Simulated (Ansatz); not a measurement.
F₃H₃InP at its PBE0-D4/def2-TZVP geometry, where that method's forces vanish. Charge 0, multiplicity 1. In: def2 effective core potential. The bonds changed during the relaxation, so this is another structure than the one it started from.

```xyz
8

F    -1.5220   -2.4471    1.3360
P    -1.4605   -0.9636    0.8311
F    -1.8703   -1.2295   -0.6568
F     0.1174   -0.9250    0.5909
In    1.1931    1.3679   -0.5190
H     2.2273    1.7274    0.8106
H     1.7908    0.6406   -1.9596
H    -0.4758    1.8291   -0.4331
```

Task: What forces (eV/Å) does r2SCAN-D4/def2-TZVPP give on these atoms in Ansatz 0.2.0? (An estimate is asked.)

Result: The calculation gave: 
```
F1  -0.003 -0.184  0.063
P2  -0.153  0.218  0.156
F3  -0.050 -0.026 -0.191
F4   0.244  0.046 -0.054
In5 -0.033 -0.044  0.028
H6  -0.030 -0.013 -0.035
H7  -0.018  0.013  0.039
H8   0.043 -0.009 -0.007
```
